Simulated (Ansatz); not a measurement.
Species: chloro(dimethyl)borane, C2H6BCl, net charge 0, singlet state. SMILES: CB(C)Cl
Geometry: optimised at B3LYP-D3(BJ)/def2-TZVP (Ansatz, a program for electronic structure).

Quantity: atomisation energy (electronic, to ground-state atoms), in eV. Cores are frozen in the correlated levels unless marked. Open shells are spin-unrestricted. Spin-orbit coupling is left out. No relativistic terms. The coupled-cluster limit lacks core correlation, which all-electron functionals hold. CBS(X,Y): correlation extrapolated as X^-3; Hartree-Fock from the larger set.

| level | program | atomisation energy (eV) | minus last row |
|---|---|---|---|
| HF/cc-pV(D+d)Z | Ansatz | 30.46 | -9.08 |
| HF/aug-cc-pV(T+d)Z | Ansatz | 30.82 | -8.72 |
| B3LYP-D3(BJ)/def2-TZVPD | Ansatz + dftd3 | 39.70 | 0.16 |
| CAM-B3LYP/def2-TZVPD | Ansatz | 39.64 | 0.10 |
| MP2/cc-pV(T+d)Z | Ansatz | 39.23 | -0.31 |
| CCSD(T)/CBS(cc-pV(T+d)Z,cc-pV(Q+d)Z) | Ansatz | 39.55 | 0.01 |
| CCSD(T)/CBS(aug-cc-pV(T+d)Z,aug-cc-pV(Q+d)Z) | Ansatz | 39.54 | 0.00 |
